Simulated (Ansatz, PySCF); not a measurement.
Dissociation curve of H₂Be, SMILES [BeH2]. The Be1–H3 bond (Be1 also carries H; H3 carries nothing else) is stretched with both fragments frozen at the PBE0/def2-TZVP optimised geometry.

- RKS-B3LYP/6-31G* = PySCF with restricted B3LYP/6-31G*, spherical d
- UKS-B3LYP/6-31G* = PySCF 2.14.0 with unrestricted B3LYP/6-31G*, spherical d
- UKS-LDA (SVWN5)/6-31G* = unrestricted LDA (SVWN5)/6-31G*, spherical d (PySCF 2.14.0)
- FCI = full CI/aug-cc-pVTZ, frozen core run with Ansatz (a first-principles code)

Energies relative to the lowest point of each curve near equilibrium, in mEh; the last columns give the difference from FCI:

```
R / Å  RKS-B3LYP/6-31G*  UKS-B3LYP/6-31G*  UKS-LDA (SVWN5)/6-31G*    FCI  RKS-B3LYP/6-31G* − FCI  UKS-B3LYP/6-31G* − FCI  UKS-LDA (SVWN5)/6-31G* − FCI
-----  ----------------  ----------------  ----------------------  -----  ----------------------  ----------------------  ----------------------------
0.99               56.6              56.6                    60.2   56.1                     0.5                     0.5                           4.0
1.07               29.0              29.0                    31.8   28.8                     0.1                     0.1                           2.9
1.12               17.5              17.5                    19.7   17.4                     0.0                     0.0                           2.3
1.20                5.9               5.9                     7.4    6.0                    -0.1                    -0.1                           1.3
1.27                1.1               1.1                     1.8    1.2                    -0.1                    -0.1                           0.6
1.31                0.1               0.1                     0.4    0.1                     0.0                     0.0                           0.3
1.34                0.0               0.0                     0.0    0.0                     0.0                     0.0                           0.0
1.37                0.4               0.4                     0.1    0.3                     0.1                     0.1                          -0.2
1.42                2.0               2.0                     1.2    1.8                     0.2                     0.2                          -0.6
1.49                5.9               5.9                     4.4    5.5                     0.4                     0.4                          -1.1
1.54                9.6               9.6                     7.6    9.0                     0.6                     0.6                          -1.4
1.65               19.5              19.5                    16.5   18.5                     1.0                     1.0                          -2.0
1.80               35.4              35.4                    31.1   33.6                     1.8                     1.8                          -2.5
1.98               55.8              55.8                    50.1   52.9                     2.9                     2.9                          -2.8
2.23               83.6              83.6                    76.2   78.4                     5.3                     5.3                          -2.1
2.38               99.2              99.2                    90.9   92.0                     7.2                     7.2                          -1.1
2.67              126.1             124.0                   116.3  113.9                    12.2                    10.1                           2.3
2.95              147.9             138.0                   134.9  129.3                    18.6                     8.7                           5.7
3.24              166.3             146.2                   146.1  139.8                    26.5                     6.5                           6.3
3.59              183.8             151.5                   153.6  146.9                    36.9                     4.6                           6.7
4.05              200.5             154.5                   158.3  150.9                    49.6                     3.6                           7.4
4.71              215.4             155.8                   160.6  152.6                    62.8                     3.2                           8.1
```

RKS-B3LYP/6-31G* is furthest from FCI at 4.71 (62.8 mEh, above); its mean absolute difference over the points is 10.3 mEh.

UKS-B3LYP/6-31G* is furthest from FCI at 2.67 (10.1 mEh, above); its mean absolute difference over the points is 2.6 mEh.

UKS-LDA (SVWN5)/6-31G* is furthest from FCI at 4.71 (8.1 mEh, above); its mean absolute difference over the points is 2.8 mEh.

The restricted form behind RKS-B3LYP/6-31G* keeps the bonding electrons paired and can't separate into open-shell fragments. The unrestricted determinant behind UKS-B3LYP/6-31G* is spin-contaminated at 2.67 to 4.71 Å (<S²> up to 1.0, against 0.00 for a pure singlet). The unrestricted determinant behind UKS-LDA (SVWN5)/6-31G* is spin-contaminated at 2.95 to 4.71 Å (<S²> up to 1.0, against 0.00 for a pure singlet).
